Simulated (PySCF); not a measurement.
Compound: C4H7NO2Si.
Atom-mapped SMILES: `[N:1]#[C:2][SiH:3]1[O:4][CH2:5][CH2:6][CH2:7][O:8]1` (hydrogens: H9 on Si3; H10, H11 on C5; H12, H13 on C6; H14, H15 on C7)

All values: B3LYP/def2-SVPD (PySCF, non-relativistic), on one gas-phase PBE0-D3(BJ)/def2-SVP geometry that isn't relaxed in the solvent. The solvent is an IEF-PCM continuum (cavity from Bondi-type radii × 1.2), and excitations are vertical TDDFT with non-equilibrium linear response and a frozen core. The model holds no explicit solvent molecules, cavitation or dispersion.

Gas-phase singlets (H = HOMO, L = LUMO):

```csv
state,E (eV),λ (nm),f,leading configurations
S1,6.488,191,0.001,H-1→L 93%
S2,6.502,191,0.016,H→L 93%
S3,6.625,187,0.000,H→L+1 88%
S4,6.697,185,0.001,H-1→L+1 96%
S5,6.967,178,0.000,"H-3→L 64%, H-2→L+1 14%"
```

Task: Give the list for acetonitrile (ε = 35.69), n² = 1.81.

Result: 
```tsv
state	E (eV)	λ (nm)	f	leading configurations	change by rank (eV)
S1	6.125	202	0.019	H→L 98%	-0.363
S2	6.141	202	0.001	H-1→L 97%	-0.361
S3	6.294	197	0.000	H→L+1 96%	-0.331
S4	6.352	195	0.006	H-1→L+1 98%	-0.345
S5	6.709	185	0.035	H-2→L 96%	-0.258
```

Task: The ground-state energy changes by -0.305 eV from gas to acetonitrile. By how much does the total energy of gas-phase S2 change?

Result: E(S2) = E(S0) + excitation energy, so it changes by -0.305 − 0.377 = -0.682 eV: it is lowered more than the ground state, which is what a red shift means. This is the vertical state, with the slow part of the continuum still set for S0.

Task: How do the frontier levels move from gas to acetonitrile?

Result: 
```csv
orbital,gas (eV),solvent (eV),change (eV),"Löwdin shares, gas","Löwdin shares, solvent"
LUMO+2,0.12,0.46,+0.34,"C6 11 %, C7 10 %, H12 10 %, C5 10 %","Si3 20 %, C2 13 %, C5 8 %, C7 8 %"
LUMO+1,-0.75,-0.88,-0.13,"N1 28 %, C2 27 %, Si3 21 %, H9 7 %","N1 32 %, C2 32 %, Si3 19 %, H9 6 %"
LUMO,-0.95,-1.08,-0.13,"C2 27 %, N1 25 %, Si3 23 %, O8 7 %","C2 31 %, N1 28 %, Si3 20 %, O8 6 %"
HOMO,-8.40,-8.12,+0.28,"O4 30 %, O8 28 %, C5 9 %, C7 9 %","O4 28 %, O8 27 %, C5 11 %, C7 10 %"
HOMO-1,-8.47,-8.20,+0.27,"O8 23 %, O4 21 %, C7 8 %, C5 7 %","O8 21 %, O4 20 %, C7 9 %, C5 9 %"
HOMO-2,-8.96,-8.73,+0.23,"O8 27 %, O4 26 %, C6 11 %, C7 8 %","O8 27 %, O4 27 %, C6 12 %, C7 9 %"
HOMO-3,-9.61,-9.79,-0.18,"N1 46 %, C2 37 %, Si3 7 %, H9 5 %","N1 20 %, C2 16 %, C6 14 %, H9 8 %"
```

The HOMO–LUMO gap goes from 7.44 to 7.04 eV. Rows go by rank; for HOMO-3 and LUMO+2 the atom shares or the degeneracy differ between the runs, so the row needn't follow one orbital.

Time: 73 s wall; peak memory 0.99 GiB. Hardware: Arm Neoverse N1, one thread, shared host with 64 logical CPUs at a one-minute load of 60. This is the whole response run at B3LYP/def2-SVPD in acetonitrile, SCF included.
